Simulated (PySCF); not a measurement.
First SCF of a structure search on singlet ScO₂⁻, at a hand-made end-on geometry. PySCF input:

```python
from pyscf import gto, scf, dft
mol = gto.M(atom='''
Sc     0.000000     0.000000     0.000000
O      0.000000     0.000000     2.173300
O      1.252800     0.000000     2.893300''',
    basis={'Sc': 'def2-SVP', 'O': 'def2-SVP'},
    charge=-1, spin=0)
mf = dft.RKS(mol, xc='PBE0')
mf.grids.atom_grid = (50, 194)
aux = {'Sc': 'def2-universal-JKFIT', 'O': 'def2-universal-JKFIT'}
mf = mf.density_fit(auxbasis=aux)
mf.conv_tol = 1e-08
mf.diis_space = 10
mf.max_cycle = 60
mf.init_guess = 'minao'
mf.verbose = 4
mf.kernel()
```

Excerpt of the output (cycles and frontier levels):

```
init E= -910.103840528139
cycle= 1 E= -909.450873482155  delta_E= 0.653  |g|= 1.54  |ddm|= 3.46
  HOMO = 0.157288179376266  LUMO = 0.368632298701592  gap/eV = 5.75097
cycle= 2 E= -909.094022297499  delta_E= 0.357  |g|= 1.94  |ddm|= 7.19
  HOMO = 0.144988101762961  LUMO = 0.157601550645415  gap/eV = 0.34323
cycle= 3 E= -910.268927567581  delta_E= -1.17  |g|= 0.732  |ddm|= 5.85
  HOMO = 0.0139670895192223  LUMO = 0.0934340793938024  gap/eV = 2.16241
cycle= 4 E= -910.218298006455  delta_E= 0.0506  |g|= 0.775  |ddm|= 2.15
  HOMO = 0.00526348797330775  LUMO = 0.0537605533188991  gap/eV = 1.31967
cycle= 5 E= -910.366844083869  delta_E= -0.149  |g|= 0.486  |ddm|= 1.44
  HOMO = -0.00180077910858021  LUMO = 0.0619874629008001  gap/eV = 1.73577
cycle= 6 E= -910.408891956984  delta_E= -0.042  |g|= 0.28  |ddm|= 0.259
  HOMO = 0.00179061664359548  LUMO = 0.0782582066552691  gap/eV = 2.08079
cycle= 7 E= -910.424089339543  delta_E= -0.0152  |g|= 0.188  |ddm|= 0.189
  HOMO = 0.0124062163919154  LUMO = 0.0954732896425772  gap/eV = 2.26037
cycle= 8 E= -910.433300332312  delta_E= -0.00921  |g|= 0.00995  |ddm|= 0.177
  HOMO = 0.0139782420912411  LUMO = 0.0974296474099422  gap/eV = 2.27083
cycle= 9 E= -910.433287046882  delta_E= 1.33e-05  |g|= 0.0138  |ddm|= 0.0298
  HOMO = 0.0139056475740542  LUMO = 0.0966908268329188  gap/eV = 2.25270
cycle= 10 E= -910.433341680469  delta_E= -5.46e-05  |g|= 0.00532  |ddm|= 0.0139
  HOMO = 0.0137269582939918  LUMO = 0.0960909103823876  gap/eV = 2.24124
cycle= 11 E= -910.433353660812  delta_E= -1.2e-05  |g|= 0.000711  |ddm|= 0.00966
  HOMO = 0.0136288080600515  LUMO = 0.0959443327350686  gap/eV = 2.23992
cycle= 12 E= -910.433355638144  delta_E= -1.98e-06  |g|= 0.000351  |ddm|= 0.00681
  HOMO = 0.0136273298783101  LUMO = 0.0959618456793654  gap/eV = 2.24044
cycle= 13 E= -910.433356379952  delta_E= -7.42e-07  |g|= 0.00027  |ddm|= 0.0052
  HOMO = 0.0136354781478953  LUMO = 0.0959428378341112  gap/eV = 2.23970
cycle= 14 E= -910.433356511541  delta_E= -1.32e-07  |g|= 5.96e-05  |ddm|= 0.00237
  HOMO = 0.0136302759247755  LUMO = 0.0959311564255683  gap/eV = 2.23952
cycle= 15 E= -910.433356521441  delta_E= -9.9e-09  |g|= 6.13e-05  |ddm|= 0.000707
  HOMO = 0.0136216743346056  LUMO = 0.0959551978997642  gap/eV = 2.24041
Extra cycle  E= -910.43335647244  delta_E= 4.9e-08  |g|= 0.000409  |ddm|= 0.000519
converged SCF energy = -910.43335647244
```

No lower solution of this spin was found from smeared starts or by a stability analysis within the restricted form, which does not test spin polarisation.

The basis has no diffuse functions, which an anion would want.

The search for the lowest solution, 3 starts and the stability check together, took 4.9 s on 2 threads of a shared Intel Xeon 6975P-C (Granite Rapids) host, with 59 basis functions; the process peaked at 0.3 GiB.
